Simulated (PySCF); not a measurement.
## SeCl₅⁻, singlet: data card

All numbers come from PBE0 in PySCF with Se def2-SVPD, Cl def2-SVPD; no relativity; density-fitted integrals.

The structure is a minimum.

```xyz
6
charge -1 multiplicity 1, angstrom
Se    0.0000    0.0000   -0.2553
Cl    0.0000    0.0000    1.9390
Cl    2.3964    0.0000   -0.3389
Cl    0.0000    2.3964   -0.3389
Cl   -2.3964    0.0000   -0.3389
Cl    0.0000   -2.3964   -0.3389
```

```
Point group                                                                   : C4v
Bond lengths                                                                  : Se–Cl 2.194 Å, Se–Cl 2.398 Å (×4)
Bond angles                                                                   : Cl–Se–Cl 89.9° (×4), Cl–Se–Cl 92.0° (×4), Cl–Se–Cl 176.0° (×2)
Highest occupied level                                                        : -3.96 eV
Heat capacity Cp at 298.15 K                                                  : 124.9 J/(mol K)
Enthalpy at 298.15 K above 0 K                                                : 28.18 kJ/mol
Principal polarisabilities                                                    : 103.8, 163.4, 163.4 bohr³
Entropy at 298.15 K and 1 bar                                                 : 415.3 J/(mol K)
Principal quadrupole moments (Buckingham, traceless) about the centre of mass : -9.39, -9.39, 18.79 D Å
Zero-point energy                                                             : 14.1 kJ/mol
Dipole moment about the centre of mass                                        : 0.91 D
Rotational constants                                                          : 0.03041, 0.03041, 0.02099 cm⁻¹
Lowest empty level                                                            : 0.09 eV
Rotational symmetry number                                                    : 4
```

Harmonic modes (masses in u: Se 79.917, Cl 34.969):
```tsv
symmetry	ω (cm⁻¹)	IR (km/mol, summed over degenerate members)	type
b1	74	0.0	bend
e	112	6.0	bend
a1	130	4.4	bend
b2	140	0.0	bend
e	166	10.5	bend
b1	239	0.0	stretch
a1	267	9.1	stretch
e	284	619	mixed
a1	375	35.8	stretch
```

In C4v the vibrations span 2b1 + 3e + 3a1 + b2. The b1, b2 modes carry no infrared intensity, as symmetry demands.

Charges (e); Mulliken and Löwdin values are unreliable with diffuse functions:
| atom | Mulliken | Löwdin | polar tensor | Mayer order to Se1 |
| --- | --- | --- | --- | --- |
| Se1 | 1.29 | 0.10 | 2.56 | – |
| Cl2 | -0.26 | -0.06 | -0.41 | 0.86 |
| Cl3,4,5,6 | -0.51 | -0.26 | -0.79 | 0.54 |

Mulliken populations on Se1: s 7.54, p 14.87, d 10.30.

Outer orbital energies (eV). occupied: -5.29, -4.86, -4.86, -4.84, -4.79, -4.79, -4.22, -3.96; empty: 0.09, 1.14, 1.14, 3.69.

Counting electrons, selenium keeps 2 of its valence electrons outside its bonds, so the VSEPR class is AX5E1 and the expected shape is square pyramidal (C4v), as computed.

Other isomers or separated fragments may lie lower. The lowest empty level of this anion is unbound, so it and the gap depend on the basis.

The final relaxation and frequency run took roughly 13 core-minutes on a shared host.
